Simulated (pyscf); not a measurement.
Structures and frequencies: ωB97X-D3(BJ)/def2-SVP in PySCF.

SMILES: FC(F)([SiH3])[Si](F)([SiH3])[SiH3]
```xyz
17

F     -0.5094     0.7881     2.0707
C      0.4450    -0.0577     1.5189
F      0.4503    -1.2054     2.2930
Si     2.1664     0.7804     1.6518
Si    -0.1501    -0.4777    -0.2607
F      1.2239    -0.6375    -1.1533
Si    -1.2916    -2.5057    -0.1383
Si    -1.3480     1.3812    -0.9949
H      2.1610     1.9687     0.7560
H      3.2019    -0.1959     1.2250
H      2.3738     1.1902     3.0663
H     -1.8807    -2.8517    -1.4644
H     -2.3873    -2.3423     0.8595
H     -0.3614    -3.5855     0.2930
H     -1.6458     1.2601    -2.4515
H     -0.5539     2.6190    -0.7515
H     -2.6274     1.4417    -0.2325
```

How much does it cost (ΔH, 298 K, ωB97M-D3(BJ)/def2-TZVP) to split `[F][C]([F])([SiH3])[Si]([F])([SiH3])[SiH3]` at its C–Si bond into F–C•(F)–SiH₃ + F–Si•(SiH₃)–SiH₃?

C–Si to F–C•(F)–SiH₃ + F–Si•(SiH₃)–SiH₃: 70.5 kcal/mol. The 7 functionals that were run give +61.9 (PBE) to +71.1 kcal/mol (ωB97X-D3(BJ)). Other isomers of F–C•(F)–SiH₃, F–Si•(SiH₃)–SiH₃ were not searched in full and may lie lower.
